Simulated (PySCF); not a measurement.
## Xe⁺: excitation energy

Xe⁺ [Kr] 4d10 5s2 5p5 (2P) → Xe⁺ [Kr] 4d10 5s1 5p5 6s1 (4P), as a difference of total energies. Computed with PySCF 2.14 in aug-cc-pwCVDZ-PP with ECP28MDF, with scalar relativity through the core potential. Correlated levels: valence: 4s2 4p6 4d10 frozen; valence and next inner shell: nothing frozen outside the core potential. The calculations carry no spin-orbit coupling.

| method | excitation energy (eV) |
| --- | --- |
| UHF | 25.061 |
| LDA | 24.316 |
| B3LYP | 24.518 |
| MP2 (valence) | 23.780 |
| SCS-MP2 (valence) | 23.605 |
| MP2 (valence and next inner shell) | 23.777 |
| SCS-MP2 (valence and next inner shell) | 23.580 |

Problem. How much does correlation contribute at MP2 (valence and next inner shell)?

Solution. 23.777 − (25.061) = -1.284 eV, measured against UHF.

The upper state lies above the first ionisation limit, where it may autoionise and the basis confines it. A Rydberg-like electron needs more diffuse functions than a valence basis has.

The promoted electron is Rydberg-like, and one or two diffuse shells describe it only roughly, which tends to raise the upper state.

The Hartree-Fock determinant of the upper state isn't an eigenfunction of L²: it has lost the atom's symmetry, so its energy isn't that of a pure term.
